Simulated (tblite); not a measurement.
Compound: N-dimethylaminodiborane, C₂H₁₁B₂N.
SMILES with atom numbers: `[H+]1[BH2-:4][N+:2]([CH3:1])([CH3:3])[BH2-:6]1` (hydrogens: H7, H8, H9 on C1; H10, H11, H12 on C3; H5, H13, H14 on B4; H5, H15, H16 on B6)

Computed with GFN2-xTB (tblite), gas phase: L-BFGS steps from a force-field or distance-geometry start until the largest atomic force falls under 0.01 eV/Å.

Step 8: E = -416.8041 eV
```
atom  x, y, z in Å  |  force x, y, z in eV/Å
C1     -0.9112   -0.7878    0.9430    0.025   0.009  -0.020
N2     -0.1241    0.0192    0.0201   -0.010   0.022   0.026
C3     -0.9228    1.0561   -0.6202    0.039  -0.028   0.014
B4      1.2739    0.4657    0.5412   -0.187   0.050   0.039
H5      1.9504   -0.2897   -0.3440    0.021   0.010   0.006
B6      0.8380   -0.7717   -0.9161   -0.215   0.030   0.035
H7     -1.3277   -0.1771    1.7508   -0.015   0.009  -0.117
H8     -0.2497   -1.5316    1.3807   -0.106  -0.026   0.056
H9     -1.7206   -1.3094    0.4226    0.007   0.109   0.007
H10    -0.2705    1.6139   -1.2876   -0.100   0.058  -0.017
H11    -1.7339    0.6223   -1.2128    0.003  -0.017   0.100
H12    -1.3386    1.7502    0.1172   -0.015  -0.110  -0.004
H13     1.4934    0.1024    1.6416    0.107  -0.181  -0.087
H14     1.4937    1.6097    0.3542    0.098  -0.065  -0.191
H15     0.7716   -1.9379   -0.7618    0.173  -0.016   0.143
H16     0.7704   -0.4255   -2.0403    0.176   0.146   0.010
```

Step 9: E = -416.8143 eV
```
atom  x, y, z in Å  |  force x, y, z in eV/Å
C1     -0.9117   -0.7876    0.9428    0.047   0.032  -0.046
N2     -0.1260    0.0195    0.0215    0.121   0.014  -0.032
C3     -0.9234    1.0559   -0.6200    0.078  -0.062   0.048
B4      1.2774    0.4616    0.5375   -0.262   0.085   0.015
H5      1.9469   -0.2884   -0.3431    0.094  -0.005  -0.007
B6      0.8420   -0.7689   -0.9124   -0.268   0.022   0.012
H7     -1.3314   -0.1778    1.7435   -0.041   0.096   0.020
H8     -0.2552   -1.5324    1.3832   -0.074  -0.044   0.058
H9     -1.7219   -1.3017    0.4249   -0.073   0.012  -0.077
H10    -0.2757    1.6166   -1.2881   -0.075   0.054  -0.024
H11    -1.7351    0.6232   -1.2051   -0.075  -0.082  -0.006
H12    -1.3422    1.7434    0.1157   -0.037   0.000   0.093
H13     1.4957    0.0927    1.6332    0.127  -0.164  -0.021
H14     1.4957    1.6039    0.3431    0.109  -0.047  -0.153
H15     0.7790   -1.9344   -0.7526    0.164  -0.020   0.109
H16     0.7781   -0.4168   -2.0355    0.165   0.108   0.012
```

Question: Estimate the geometry and energy of step 10. (The exact step hangs on the optimiser's Hessian estimate; all steps are aligned on step 9, rigid shifts and turns removed.)

Answer: E = -416.8260 eV, largest force 0.231 eV/Å
```
atom  x, y, z in Å  |  force x, y, z in eV/Å
C1     -0.9122   -0.7864    0.9418    0.019   0.043  -0.043
N2     -0.1272    0.0201    0.0229    0.190  -0.005  -0.078
C3     -0.9237    1.0545   -0.6189    0.050  -0.059   0.060
B4      1.2767    0.4579    0.5335   -0.213   0.085  -0.005
H5      1.9480   -0.2874   -0.3429    0.104  -0.013  -0.013
B6      0.8420   -0.7650   -0.9076   -0.198  -0.006  -0.028
H7     -1.3368   -0.1768    1.7351   -0.054   0.173   0.144
H8     -0.2635   -1.5336    1.3869   -0.041  -0.051   0.050
H9     -1.7250   -1.2921    0.4263   -0.129  -0.078  -0.155
H10    -0.2835    1.6203   -1.2888   -0.047   0.041  -0.024
H11    -1.7379    0.6227   -1.1957   -0.126  -0.141  -0.099
H12    -1.3475    1.7352    0.1157   -0.044   0.099   0.179
H13     1.5009    0.0776    1.6220    0.126  -0.116   0.037
H14     1.5001    1.5957    0.3262    0.106  -0.011  -0.093
H15     0.7912   -1.9300   -0.7391    0.129  -0.015   0.056
H16     0.7908   -0.4040   -2.0289    0.127   0.053   0.013
```

The energy changes by -0.0117 eV. The first-order estimate −F·Δx gives -0.0163 eV and the mean of the old and new forces, exact on a quadratic surface, -0.0117 eV. The step makes an angle of 57° with the force vector and moves no atom by more than 0.020 Å.

The cost below is that of the whole relaxation. Hardware: one thread, Arm Neoverse V2 (aarch64), no GPU, shared host with 32 logical CPUs at a one-minute load of 15. Cost: 0.1 s wall.
